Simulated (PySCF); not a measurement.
## Dipole response of Gd⁴⁷⁺ (gadolinium, charge +47)

[Ne] 3s2 3p5, 2P determinant. All numbers are calculated (PySCF 2.14, no relativity, point nucleus, in an uncontracted even-tempered set (16 s from 10 bohr⁻², ratio 2.5; 10 p from 13 bohr⁻², ratio 2.5; 4 d from 56 bohr⁻², ratio 2.7; 4 f from 83 bohr⁻², ratio 2.7)). Coupled (time-dependent) response in atomic units; α is the mean over directions.

```json
{"method": "UHF", "mean α (bohr³)": "0.004160", "α xx, yy, zz": "0.007624, 0.002428, 0.002428", "C₆ (like pair)": "0.0001850", "S(−4)": "6.425e-05"}
{"method": "PBE0", "mean α (bohr³)": "0.004208", "α xx, yy, zz": "0.007715, 0.002454, 0.002454", "C₆ (like pair)": "0.0001842", "S(−4)": "7.510e-05"}
```

S(−4) is the Cauchy moment in α(ω) = α(0) + S(−4) ω² + …

Spin-orbit coupling is absent.

α(iu) at PBE0:

```json
{"u (hartree)": "0", "α(iu) (bohr³)": "0.004208"}
{"u (hartree)": "1.00", "α(iu) (bohr³)": "0.004135"}
{"u (hartree)": "2.00", "α(iu) (bohr³)": "0.003945"}
{"u (hartree)": "4.00", "α(iu) (bohr³)": "0.003436"}
{"u (hartree)": "6.00", "α(iu) (bohr³)": "0.002979"}
{"u (hartree)": "8.00", "α(iu) (bohr³)": "0.002623"}
{"u (hartree)": "10.0", "α(iu) (bohr³)": "0.002339"}
{"u (hartree)": "15.0", "α(iu) (bohr³)": "0.001813"}
{"u (hartree)": "20.0", "α(iu) (bohr³)": "0.001449"}
{"u (hartree)": "30.0", "α(iu) (bohr³)": "0.001006"}
{"u (hartree)": "50.0", "α(iu) (bohr³)": "0.0006263"}
```

A single London oscillator, α(iu) = α/(1 + u²/ω²), gives C₆ = (3/4) ω α². Matching the computed C₆ needs ω = 4 × 0.0001842 / (3 × 0.004208²) = 13.9 hartree.

For an ion, C₆ is the dispersion term alone; charge-induced terms of lower order in 1/R come first.

The components differ because the open shell of this determinant is not spherical; for a pure term their mean is the scalar polarisability.

A non-relativistic calculation at this Z misses sizeable relativistic shifts. Spin-orbit coupling, absent here, splits the open shell strongly.
